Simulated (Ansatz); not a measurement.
Ansatz (a first-principles code) input:

Ansatz 0.2 input:
```yaml
crystal:
  periodic: [false, false, false]
  atoms:
    - {symbol: Li, position_ang: [-0.00000000, -0.00000000, -2.02545249]}
    - {symbol: Cl, position_ang: [0.00000000, 0.00000000, 0.35743279]}
basis:
  gaussian:
    orbitals: def2-SVPD
total_charge: 1
magnetization: {spin_polarized: true, initial_magnetization: 1}
correlation: {method: ccsd_t, electrons: outside_noble_gas}
output: {forces: true}
```

Q: What final total energy does it print?

A: -466.71576 Eh (CCSD(T)/def2-SVPD). The basis has 39 functions.
